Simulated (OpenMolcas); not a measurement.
## Rh3+ in a point-charge field

Rh3+ among 5 point charges of -2 e arranged as a square pyramid (C4v), 2.16 Å from the ion, with the axial distance 1.922 Å.
```
   2.1600    0.0000    0.0000  -2.00
   0.0000    2.1600    0.0000  -2.00
  -2.1600    0.0000    0.0000  -2.00
   0.0000   -2.1600    0.0000  -2.00
   0.0000    0.0000    1.9224  -2.00
```

```
Program             : OpenMolcas 26.06
Method              : SS-CASPT2, IPEA 0.25 Eh, imaginary shift 0.1 Eh (closed shells correlated: 4s 4p)
Basis               : ANO-RCC-VDZP [6s5p3d1f]
Scalar Hamiltonian  : DKH2, point nucleus
Active space        : 6 electrons in 5 orbitals (4d)
State averaging     : 2S+1 = 5 even, 5 roots; 2S+1 = 3 even, 45 roots; 2S+1 = 1 even, 50 roots
Spin-orbit coupling : RASSI with atomic mean-field integrals over the reference wave functions
```

The lowest spin-free states, above the lowest:

| State | Degeneracy | E (cm-1) | Free-ion L (%) |
| --- | --- | --- | --- |
| 2S+1 = 5 | 1 | 0 | D (100) |
| 2S+1 = 5 | 2 | 1120 | D (100) |
| 2S+1 = 5 | 1 | 5570 | D (100) |
| 2S+1 = 5 | 1 | 12680 | D (100) |
| 2S+1 = 3 | 2 | 15240 | H (56) |
| 2S+1 = 3 | 1 | 15520 | H (37) |
| 2S+1 = 3 | 1 | 15780 | H (55) |
| 2S+1 = 3 | 2 | 17990 | H (78) |
| 2S+1 = 3 | 1 | 19320 | H (85) |
| 2S+1 = 3 | 2 | 19670 | P (32) |
| 2S+1 = 3 | 2 | 19780 | H (67) |
| 2S+1 = 3 | 1 | 20130 | H (54) |
| 2S+1 = 3 | 1 | 20290 | H (66) |
| 2S+1 = 3 | 1 | 20630 | F (67) |
| 2S+1 = 3 | 1 | 20640 | H (54) |
| 2S+1 = 3 | 2 | 21310 | F (36) |
| 2S+1 = 3 | 1 | 22560 | P (63) |
| 2S+1 = 3 | 1 | 23330 | G (92) |
| 2S+1 = 1 | 2 | 24220 | I (61) |
| 2S+1 = 3 | 2 | 24340 | F (49) |

The lowest levels with spin-orbit coupling:

| E (cm-1) | Degeneracy | 2S+1 | g |
| --- | --- | --- | --- |
| 0 | 1 | 5 |  |
| 95 | 2 | 5 | 0.00 0.00 3.63 |
| 410 | 1 | 5 |  |
| 420 | 1 | 5 |  |
| 1330 | 2 | 5 | 0.00 0.00 9.92 |
| 2200 | 1 | 5 |  |
| 2240 | 1 | 5 |  |
| 2430 | 2 | 5 | 0.00 0.00 3.08 |
| 2490 | 1 | 5 |  |
| 3230 | 1 | 5 |  |
| 3270 | 2 | 5 | 0.00 0.00 5.20 |
| 6150 | 1 | 5 |  |
| 6160 | 1 | 5 |  |
| 6600 | 2 | 5 | 0.00 0.00 4.78 |
| 6720 | 1 | 5 |  |
| 13620 | 1 | 5 |  |
| 13670 | 2 | 5 | 0.00 0.00 3.09 |
| 13780 | 1 | 5 |  |
| 13800 | 1 | 5 |  |
| 14630 | 1 | 3 |  |

Powder χT (cm3 K/mol): 0.156 at 2 K, 0.778 at 10 K, 3.31 at 50 K, 4.27 at 100 K, 4.74 at 200 K, 4.9 at 300 K. The effective moment at 300 K is 2.828 √(χT) = 6.26 μB.

The lowest level has 2S+1 = 5, for which the spin-only value is χT = S(S+1) / 2 = 3.000 cm3 K/mol (g = 2). The computed 4.895 at 300 K differs by +1.895, through orbital momentum, spin-orbit coupling and any other state in reach.

Point charges give a weaker field than real ligands, and real ions of this kind are as a rule low spin; the high spin found here belongs to the model. Free-ion shares, where given, are those of the reference states; single-state CASPT2 does not remix them. This is an electrostatic model: the charges have no orbitals. An unlabelled pair can be two single states that coincide in this model. No measured value stands beside these numbers.

A state without a sure symmetry label is named by its multiplicity alone. With an even number of electrons the g values are those of a degenerate or nearly degenerate non-Kramers pair.
